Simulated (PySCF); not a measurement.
# TiOF₂ + Cl₂ → TiOCl₂ + F₂

Level: PBE0 in the def2-TZVP basis family, all electrons, no relativity, computed in PySCF with density fitting; open shells unrestricted.

```csv
species,state and structure,E (Eh),ZPE (kJ/mol),H(298 K) − H(0) (kJ/mol),S° (J/(mol K))
TiOF₂,"singlet, Cs, Ti–F 1.789 Å (×2), Ti–O 1.592 Å; F–Ti–F 127.8°, F–Ti–O 115.8° (×2)",-1124.20667,18.5,15.4,313.2
Cl₂,"singlet, D∞h, Cl–Cl 1.982 Å",-920.08940,3.5,9.1,222.5
TiOCl₂,"singlet, C2v, Ti–Cl 2.220 Å (×2), Ti–O 1.581 Å; Cl–Ti–Cl 128.7°, Cl–Ti–O 115.7° (×2)",-1844.74465,14.6,16.7,326.0
F₂,"singlet, D∞h, F–F 1.376 Å",-199.40856,6.6,8.7,201.9
```

Task: What is the electronic reaction energy?

Result: At PBE0/def2-TZVP, ΔE = 375.1 kJ/mol from the differences of the total energies times 2625.5, uphill. 

Task: Add zero-point, thermal and entropy terms for 298.15 K and 1 bar.

Result: ΔZPE = -0.8 and Δ[H(298) − H(0)] = 0.9 kJ/mol give ΔH° = 375.2 kJ/mol. ΔS° = -7.8 J/(mol K), so ΔG° = 375.2 − 298.15 × (-0.0078) = 378 kJ/mol.

Modes under 40 cm⁻¹ make the shape and entropy of TiOF₂ uncertain. The structures come from searches over a few start shapes, so lower isomers are not excluded.
